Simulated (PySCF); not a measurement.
CH7F2NSi2, SMILES C[SiH2]N[SiH](F)F.

The structure is a stationary point at B3LYP-D3(BJ)/def2-SVP. The structure was generated by enumeration, and PubChem lists no compound with its InChIKey, so it may never have been made. One conformer was computed; it need not be the lowest.

Level of theory: TDDFT-PBE0/def2-SVPD (PySCF).

Vertical excitations. 

```json
[
 {"state": "S1", "energy (eV)": "6.98", "λ (nm)": "178", "f": "0.016", "main pairs": "HOMO→LUMO 93 %"},
 {"state": "S2", "energy (eV)": "7.55", "λ (nm)": "164", "f": "0.026", "main pairs": "HOMO→LUMO+1 89 %"},
 {"state": "S3", "energy (eV)": "7.83", "λ (nm)": "158", "f": "0.036", "main pairs": "HOMO→LUMO+2 92 %"},
 {"state": "S4", "energy (eV)": "7.94", "λ (nm)": "156", "f": "0.055", "main pairs": "HOMO→LUMO+3 96 %"},
 {"state": "S5", "energy (eV)": "8.27", "λ (nm)": "150", "f": "0.015", "main pairs": "HOMO→LUMO+5 51 %, HOMO→LUMO+4 39 %"},
 {"state": "S6", "energy (eV)": "8.44", "λ (nm)": "147", "f": "0.014", "main pairs": "HOMO→LUMO+4 54 %, HOMO→LUMO+5 36 %"},
 {"state": "S7", "energy (eV)": "8.50", "λ (nm)": "146", "f": "0.011", "main pairs": "HOMO−1→LUMO 92 %"},
 {"state": "S8", "energy (eV)": "8.81", "λ (nm)": "141", "f": "0.035", "main pairs": "HOMO−1→LUMO+1 69 %, HOMO−2→LUMO 12 %"},
 {"state": "S9", "energy (eV)": "8.87", "λ (nm)": "140", "f": "0.020", "main pairs": "HOMO−2→LUMO 46 %, HOMO−1→LUMO+1 22 %, HOMO→LUMO+6 13 %, HOMO→LUMO+7 9 %"},
 {"state": "S10", "energy (eV)": "8.94", "λ (nm)": "139", "f": "0.058", "main pairs": "HOMO→LUMO+6 66 %, HOMO−2→LUMO 24 %"},
 {"state": "T1", "energy (eV)": "6.62", "λ (nm)": "187", "f": "0", "main pairs": "HOMO→LUMO 87 %"},
 {"state": "T2", "energy (eV)": "7.11", "λ (nm)": "174", "f": "0", "main pairs": "HOMO→LUMO+1 76 %"},
 {"state": "T3", "energy (eV)": "7.55", "λ (nm)": "164", "f": "0", "main pairs": "HOMO→LUMO+2 55 %, HOMO→LUMO+3 27 %, HOMO→LUMO+1 9 %"},
 {"state": "T4", "energy (eV)": "7.70", "λ (nm)": "161", "f": "0", "main pairs": "HOMO→LUMO+3 47 %, HOMO→LUMO+2 32 %, HOMO→LUMO+4 11 %"}
]
```
Triplets are in the Tamm–Dancoff approximation, which puts them higher than full response would, so one can lie above its singlet here.
